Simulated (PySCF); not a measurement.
Species: C₇H₁₀SSi.
Numbering: `[CH3:1][c:2]1[cH:3][cH:4][c:5]([SH:6])[cH:7][c:8]1[SiH3:9]`

NICS = −σ at a ghost point: NICS(0) at the centroid of the ring atoms, NICS(1) 1 Å to either side along the normal of their mean plane, zz for the tensor component along that normal. Level: GIAO PBE0/pcSseg-1 (PySCF, non-relativistic, gas phase) on the GFN2-xTB geometry, one conformer.

Ring bond lengths (Å), with Mayer bond orders in brackets: C2–C3 1.388 (1.43), C3–C4 1.382 (1.45), C4–C5 1.387 (1.38), C5–C7 1.386 (1.35), C7–C8 1.389 (1.46), C8–C2 1.399 (1.35).

What do the NICS probes read (ppm)?

| ring | type | NICS(0) | NICS(1), two faces | NICS(1)zz, two faces | rms pucker (Å) | centre to ring atoms, mean (Å) |
| --- | --- | --- | --- | --- | --- | --- |
| C2–C3–C4–C5–C7–C8 | 6-membered carbocycle; formal bonds all aromatic | -7.8 | -10.5 / -10.6 | -25.5 / -25.6 | 0.00 | 1.39 |

What do they say, and how far can they be read as aromaticity?

- C2–C3–C4–C5–C7–C8: mean NICS(1)zz -25.5 ppm, shielded, aromatic by this magnetic criterion (flat ring, no four-coordinate atom).

What does the geometric index give? HOMA takes Krygowski's 1993 parameters.

- C2–C3–C4–C5–C7–C8: HOMA 0.99 = 1 − EN − GEO, with mean bond length 1.389 Å, EN = α(Ropt − mean)² = 0.000 and GEO = α × variance = 0.007. The geometric and the magnetic index point the same way.

At the first NICS(1) probe listed for ring C2–C3–C4–C5–C7–C8, 1 Å off the ring, what do the in-plane components average?

The isotropic value is a third of the trace: (3 × -10.5 − (-25.5))/2 = -3.0 ppm.

Give the inner angles of the rings and the Hirshfeld charges of the ring atoms.

- C2–C3–C4–C5–C7–C8: C2 119.4° (+0.006 e), C3 121.4° (-0.050 e), C4 119.3° (-0.057 e), C5 119.8° (-0.019 e), C7 121.3° (-0.063 e), C8 118.8° (-0.094 e); sum 720.0° against 720° for a flat convex ring.

Shape of the structure used: `[CH3:1][c:2]1[cH:3][cH:4][c:5]([SH:6])[cH:7][c:8]1[SiH3:9]`: H–S6–C5–C4 180°.
